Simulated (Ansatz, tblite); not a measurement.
Spin states of the cluster As₄P, each relaxed with B3LYP-D4/def2-SVP in Ansatz. Electronic energies in the gas phase.

The xTB rows come from tblite. HSE06 is defined as in plane-wave codes, on full-range PBE exchange. Correlated methods freeze 41 core orbitals; core or outer-core shells of As are correlated, in sets that lack core-valence functions. The structure comes from a short search, and lower isomers may exist.

Doublet geometry (Cs within 0.1 Å):

Cartesian coordinates in Å:
```
P 1.3361 -0.8928 -0.3843
As -0.6452 -1.4429 0.7170
As -0.6589 1.9404 -0.2359
As -0.6927 -0.2045 -1.4669
As 0.6607 0.5999 1.3700
```

Quartet geometry:

```tsv
atom	x (Å)	y (Å)	z (Å)
P1	0.5479	-0.0029	-1.5776
As2	-1.5880	0.3939	-0.6493
As3	0.8754	-0.7422	2.2137
As4	0.3162	1.8515	-0.1745
As5	-0.1514	-1.5003	0.1877
```

⟨S²⟩: doublet 0.76 at PBE0-D4/def2-TZVP (pure 0.75), quartet 3.77 at PBE0-D4/def2-TZVP (pure 3.75).

Only these spin states were relaxed. The quartet has other bonds than the doublet, so the gap mixes isomer and spin.

```json
{"level": "GFN1-xTB", "quartet − doublet (kJ/mol)": "227.3", "lowest of these": "doublet", "remarks": "–"}
{"level": "GFN2-xTB", "quartet − doublet (kJ/mol)": "190.6", "lowest of these": "doublet", "remarks": "–"}
{"level": "HF/def2-TZVP", "quartet − doublet (kJ/mol)": "56.1", "lowest of these": "doublet", "remarks": "spin-contaminated (⟨S²⟩ 0.84) (doublet)"}
{"level": "r2SCAN-D4/def2-TZVP", "quartet − doublet (kJ/mol)": "138.8", "lowest of these": "doublet", "remarks": "–"}
{"level": "PBE0-D4/def2-TZVP", "quartet − doublet (kJ/mol)": "144.6", "lowest of these": "doublet", "remarks": "–"}
```

**Question.** Estimate the rows for HF/STO-3G, PBE-D4/def2-TZVP, BLYP-D4/def2-TZVP, HSE06-D4/def2-TZVP, MP2/def2-TZVP.

**Answer.** 
```csv
level,quartet − doublet (kJ/mol),lowest of these,remarks
HF/STO-3G,120.5,doublet,spin-contaminated (⟨S²⟩ 0.93) (doublet)
PBE-D4/def2-TZVP,150.4,doublet,–
BLYP-D4/def2-TZVP,141.3,doublet,–
HSE06-D4/def2-TZVP,144.0,doublet,–
MP2/def2-TZVP,159.2,doublet,spin-contaminated (⟨S²⟩ 0.84) (doublet)
```

The xTB methods have no term that favours high spin, so they put low spin too low.
